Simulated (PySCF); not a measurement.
## Dipole response of Te⁺ (tellurium, charge +1)

[Kr] 4d10 5s2 5p3, high-spin 4S determinant. Computed with PySCF 2.14 in ANO-RCC-VTZP (7s6p4d2f1g, 68 functions), with scalar relativity by spin-free X2C-1e. Coupled (time-dependent) response in atomic units; α is the mean over directions. The basis has no added diffuse functions, which lowers α and C₆.

| method | mean α (bohr³) | C₆ (like pair) | S(−4) |
| --- | --- | --- | --- |
| HSE06 | 17.52 | 151.2 | 49.76 |

S(−4) is the Cauchy moment in α(ω) = α(0) + S(−4) ω² + …

α(iu) at HSE06:

```tsv
u (hartree)	α(iu) (bohr³)
0	17.52
0.0500	17.39
0.100	17.03
0.200	15.76
0.300	14.07
0.500	10.63
0.750	7.426
1.00	5.404
1.50	3.275
2.00	2.251
3.00	1.297
5.00	0.6085
```

A single London oscillator, α(iu) = α/(1 + u²/ω²), gives C₆ = (3/4) ω α². Matching the computed C₆ needs ω = 4 × 151.2 / (3 × 17.52²) = 0.657 hartree.

For an ion, C₆ is the dispersion term alone; charge-induced terms of lower order in 1/R come first.
